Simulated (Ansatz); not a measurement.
Consider the cleavage of the B–B bond: `BB[SiH2]F` + `CS[SiH2]O` → `BO[SiH2]SC` + `B[SiH2]F`.

Calculated with Ansatz (gas phase, PBE0-D4/def2-TZVP geometries, no zero-point term in ΔE). CCSD(T)/CBS adds triple-zeta CCSD(T) − MP2 to the extrapolated MP2 energy (def2 sets, frozen cores). DFT in def2-TZVPP. One conformer a species, not always the lowest.

CCSD(T)/CBS gives -118.7 kJ/mol.

Task: Another level gave -94.6 kJ/mol. Which?
A. HF/def2-TZVPP
B. r2SCAN-D4/def2-TZVPP
C. ωB97X-V/def2-TZVPP
D. PBE/def2-TZVPP

Result: D. PBE -94.6, ωB97X-V -115.0, HF/def2-TZVPP -134.9, r2SCAN-D4 -103.2 kJ/mol.

Largest T1 diagnostic among the species: 0.014.

From PBE to PBE0 (25 % exact exchange), in def2-TZVPP and without D4, ΔE moves by −7.8 kJ/mol. In def2-TZVPP, CCSD(T) changes the Hartree–Fock value by +13.3 kJ/mol (the triples alone add +0.7 kJ/mol) and MP2 by +9.0 kJ/mol.
